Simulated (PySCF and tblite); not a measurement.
Values are calculated unless marked as measured or tabulated.
System: C6H10Si, numbered as in [CH3:1][C:2]1=[CH:3][C@H:4]([SiH3:5])[CH:6]=[CH:7]1.

For the shift of H on C4 from C4 to C6: electronic barrier 27.79 kcal/mol, zero-point change -2.74 kcal/mol, thermal and entropy terms at 250 K a further -0.11 kcal/mol (symmetry numbers apart). The minimum is C1, the saddle C1. The path came from a restrained scan, a climbing-image band and a saddle search at GFN2-xTB; energies are PBE0/pcSseg-1 + D3(BJ)//PBE0-D3(BJ)/def2-SVP, thermal terms GFN2-xTB. Rate constants are transition-state-theory values, counting equivalent paths, without tunnelling. Run with tblite and PySCF.

Task: How many equivalent paths lead out of the minimum?

Result: 1: the symmetry number of the minimum is 1, that of the saddle displaced along its mode 1.

Task: Work out the rate at 250 K.

Result: ΔG‡ = 24.94 kcal/mol; k_B T/h = 5.2×10¹² s⁻¹; exp(−ΔG‡/RT) = 1.6×10⁻²²; times 1 gives k = 8.2×10⁻¹⁰ s⁻¹.

Tunnelling of the moving H, left out here, will speed the real process.
